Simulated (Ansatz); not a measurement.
Ga3N4⁻, relaxed as a singlet with RKS PBE-D4/def2-SVPD in Ansatz, starting from the GFN1-xTB geometry. Force threshold 0.02 eV/Å.

The structure comes from a short search, and lower isomers may exist.

Start:

```xyz
7

Ga   -0.147    0.501   -1.658
Ga    2.275    1.344    0.628
Ga   -0.439   -0.853    1.505
N    -1.818   -0.389   -0.325
N    -1.171   -1.320   -0.664
N     1.029   -0.190    0.058
N     0.271    0.907    0.457
```

**Question.** Estimate the energy that the relaxation releases and the steps that it takes.

**Answer.** 1.32 eV, in 26 steps; 65 s on 4 threads of Arm Neoverse V1 on a shared host. No frequencies were taken in this run, so the end may be a saddle point.

**Question.** Does the start keep its bonding and symmetry?

**Answer.** Bonds lost: Ga1–N4, Ga1–N5, Ga3–N4, Ga3–N5 (atoms count from 1). The end holds 2 separate pieces. Point group Cs at the start, Cs at the end, both within 0.05 Å.

**Question.** Predict the relaxed structure.

**Answer.** 
```xyz
7

Ga    0.220    0.638   -1.427
Ga    2.457    1.372    0.759
Ga   -0.002   -0.570    1.472
N    -2.731   -1.454   -0.815
N    -1.758   -0.964   -0.536
N     1.377   -0.202    0.022
N     0.437    1.180    0.525
```
Bond lengths (bridged metal pairs left out): 6 × Ga–N 2.04 to 2.05 Å; 1 × N–N 1.12 Å.
